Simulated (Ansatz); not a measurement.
Abridged output of a molecular run in Ansatz:

```
Functional definition: HF
1160 factors; integrals over basis functions are off by at most 9.6e-4 eV
mean field evaluation 1: about -11707.9776 eV, gradient 3.1e1 eV
mean field evaluation 2: about -11707.9942 eV, gradient 3.1e1 eV
mean field evaluation 4: about -11710.6333 eV, gradient 4.0e0 eV
mean field evaluation 8: about -11710.6797 eV, gradient 5.9e-4 eV
mean field -11710.67969374 eV, -430.3595409612 hartree, gradient 6.3e-6 eV, S^2 0.000000; 0 other end points of the search recorded, 0 dependent functions left out
8 core orbitals not correlated: weight in the atoms' cores, before any rotation towards them, 1.000 or more for the frozen orbitals, at most 0.000 for the correlated occupied ones
reference -11710.67969374 eV, -430.3595409612 hartree; 19, 19 occupied and 80, 80 virtual orbitals, 1160 factors
second order -19.07625497 eV of doubles, -0.00000000 eV of singles
cycle   1  -19.45839801 eV  change   -3.8e-1 eV  update   1.2e-1
cycle   2  -20.04285392 eV  change   -5.8e-1 eV  update   3.8e-2
cycle   3  -20.20643135 eV  change   -1.6e-1 eV  update   2.1e-2
cycle   4  -20.19982733 eV  change    6.6e-3 eV  update   5.3e-3
cycle   5  -20.20013865 eV  change   -3.1e-4 eV  update   2.3e-3
cycle   6  -20.20068270 eV  change   -5.4e-4 eV  update   7.4e-4
cycle   7  -20.20021596 eV  change    4.7e-4 eV  update   3.1e-4
cycle   8  -20.20012781 eV  change    8.8e-5 eV  update   1.2e-4
cycle   9  -20.20016984 eV  change   -4.2e-5 eV  update   4.7e-5
cycle  10  -20.20016294 eV  change    6.9e-6 eV  update   1.7e-5
perturbative correction -0.72879782 eV, -0.0267828259 hartree
Total energy: -11731.60865450 eV, -431.1286660829 hartree
```

Its atoms:

```xyz
10

Sb   -0.215    2.442    0.755
O    -1.235    0.988   -0.159
C    -0.691   -0.196   -0.358
C    -0.781   -1.379   -0.862
C     0.496   -1.041   -0.094
H     0.404    1.453    2.011
H     1.231    2.223   -0.138
H    -1.288   -2.152   -1.410
H     0.656   -1.469    0.899
H     1.425   -0.869   -0.644
```

**Question.** Which basis set was used?
A. def2-TZVPP
B. def2-SVPD
C. def2-SVP
D. def2-QZVPP

**Answer.** C. It gives 107 functions.

**Question.** Write the keys of the input that set method, charge and spin (a neutral closed shell needs none for the last two).

**Answer.** 
```yaml
correlation: {method: ccsd_t}
```
